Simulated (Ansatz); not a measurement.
Consider the redistribution: `[CH3][In]([NH2])[O][SiH3]` + `[NH2][GeH2][SiH2]O` → `[CH3][InH][O][SiH3]` + `[NH2][GeH2][SiH](N)O`.

Program: Ansatz. Geometries: PBE0-D4/def2-TZVP. ΔE: electronic, gas phase. CCSD(T)/CBS adds triple-zeta CCSD(T) − MP2 to the extrapolated MP2 energy (def2 sets, frozen cores). Functionals use def2-TZVPP. def2 core potentials past Kr. For Ge, In outer-core shells are correlated without core-valence functions, which leaves a few kJ/mol of doubt a bond. Scalar relativity is left out up to krypton. Each species was taken in one conformer, which may not be the lowest.

`[CH3][In]([NH2])[O][SiH3]`:

Z-matrix (Å, degrees):
```
C
In 1 2.121
H 1 1.089 2 111.4
H 1 1.090 2 108.6 3 -120.9
H 1 1.090 2 109.0 3 120.9
N 2 2.006 1 137.1 3 -0.6
O 2 2.004 1 114.6 3 172.0
H 6 1.008 2 120.4 1 -28.7
H 6 1.010 2 116.9 1 -166.8
Si 7 1.617 2 136.8 1 179.1
H 10 1.492 7 111.6 2 110.5
H 10 1.491 7 111.0 2 -129.2
H 10 1.499 7 112.0 2 -9.5
```

`[NH2][GeH2][SiH2]O`:

```xyz
11

N     1.402   -0.797    0.138
Ge    0.276    0.435    1.006
Si   -1.410    0.502   -0.694
O    -0.860   -0.704   -1.668
H     2.219   -0.367   -0.277
H     1.724   -1.540    0.745
H    -0.140   -0.219    2.337
H     1.046    1.735    1.319
H    -1.464    1.806   -1.409
H    -2.774    0.208   -0.178
H    -0.019   -1.059   -1.319
```

`[CH3][InH][O][SiH3]`:

```xyz
11

C    -1.519   -1.325    0.220
In    0.049   -0.620    1.482
O     1.169    0.743    0.530
Si    1.235    1.415   -0.941
H    -1.092   -1.612   -0.743
H    -2.225   -0.511    0.049
H    -2.046   -2.172    0.655
H     0.656   -0.842    3.060
H     2.633    1.806   -1.278
H     0.383    2.639   -1.028
H     0.758    0.478   -2.007
```

`[NH2][GeH2][SiH](N)O`:

Cartesian coordinates in Å:
```
N -0.344 -0.662 2.391
Ge -0.598 -1.127 0.620
Si -0.085 0.802 -0.667
N 0.236 0.361 -2.285
O 1.178 1.440 0.197
H -0.334 -1.443 3.033
H 0.506 -0.129 2.520
H 0.286 -2.321 0.159
H -2.061 -1.590 0.476
H -1.176 1.811 -0.772
H 0.840 -0.403 -2.537
H 0.037 0.966 -3.063
H 1.517 2.296 -0.071
```

CCSD(T)/CBS gives -10.0 kcal/mol.

Question: Another level gave -11.9 kcal/mol. Which?
A. SCS-MP2/def2-TZVPP
B. HF/def2-TZVPP
C. ωB97X-V/def2-TZVPP
D. PBE/def2-TZVPP

Answer: C. ωB97X-V -11.9, HF/def2-TZVPP -15.6, PBE -9.8, SCS-MP2/def2-TZVPP -10.9 kcal/mol.

Largest T1 diagnostic among the species: 0.014.

From PBE to PBE0 (25 % exact exchange), in def2-TZVPP and without D4, ΔE moves by −1.7 kcal/mol. In def2-TZVPP, CCSD(T) changes the Hartree–Fock value by +4.8 kcal/mol (the triples alone add +1.0 kcal/mol) and MP2 by +5.2 kcal/mol.
